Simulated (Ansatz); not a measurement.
Born–Oppenheimer molecular dynamics of C₃H₇Li (11 atoms, charge 0, multiplicity 1). It goes on from the last frame of an earlier run, with new velocities.

Level of theory: RKS PBE0/STO-3G (Ansatz 0.2.0).

| Quantity | Value |
| --- | --- |
| ensemble | NVE (velocity Verlet) |
| time step | 1 fs |
| steps asked | 400 |
| starting velocities drawn for | 1000 K |
| seed | 118062 |

First frame:

```xyz
11
Properties=species:S:1:pos:R:3
Li -2.193 0.959 -0.365
C -0.234 0.551 -0.135
C 0.097 0.100 1.322
C 0.222 -0.539 -1.201
H 0.437 1.405 -0.331
H -0.320 0.788 2.059
H 1.208 -0.014 1.460
H -0.355 -0.856 1.580
H -0.108 -0.295 -2.228
H -0.221 -1.529 -1.022
H 1.307 -0.673 -1.165
```

How far do the bonds stretch over the last three quarters of this one trajectory? (Pairs bonded in most of those frames.)


```tsv
bond	mean (Å)	spread (Å)	shortest	longest
Li1–C2	2.082	0.200	1.72	2.40
C2–C3	1.563	0.056	1.45	1.68
C2–C4	1.561	0.045	1.46	1.65
C2–H5	1.106	0.018	1.07	1.15
C3–H6	1.101	0.021	1.05	1.14
C3–H7	1.111	0.033	1.05	1.18
C3–H8	1.103	0.032	1.04	1.17
C4–H9	1.100	0.011	1.07	1.13
C4–H10	1.099	0.013	1.07	1.13
C4–H11	1.109	0.019	1.07	1.16
```

Mean temperature of the second half: 544 K. The conserved energy stayed within 1.7 meV per atom of its start (net change 0.85 meV per atom), so the integration is sound. The temperature averaged 0.54 of the 1000 K drawn at the start: a run that starts near a minimum puts about half its kinetic energy into the potential. A run of 0.4 ps of so small a system gives no equilibrium averages. Limits of this set-up: minimal basis.

The run took 8.3 min on 1 thread of Arm Neoverse V1, with other jobs on the host, peak memory 0.08 GiB.
